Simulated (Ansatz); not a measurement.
```yaml
atoms:
  - { symbol: C, position_ang: [-0.0331, -0.0197, 0.0319] }
  - { symbol: H, position_ang: [1.0791, 0.0023, -0.0487] }
  - { symbol: H, position_ang: [-0.5446, 0.9942, 0.0021] }
  - { symbol: H, position_ang: [-0.5378, -0.9206, 0.0434] }
```

Basis set: 6-31G* (spherical functions). Correlated methods keep 1 orbital frozen. Charge 0, multiplicity 2.

Computed with Ansatz (development build ahead of 0.2.0); each method stands on the lowest determinant of its kind that the runs found.

Question: Give the atomization energy at this shape (free ground-state atoms in the same class of orbitals less the molecule, no zero-point energy) of doublet CH₃ by UHF-MP2, UHF.

Answer:

```json
{"method": "UHF-MP2", "atomization energy": "273.85 kcal/mol"}
{"method": "UHF", "atomization energy": "237.17 kcal/mol"}
```
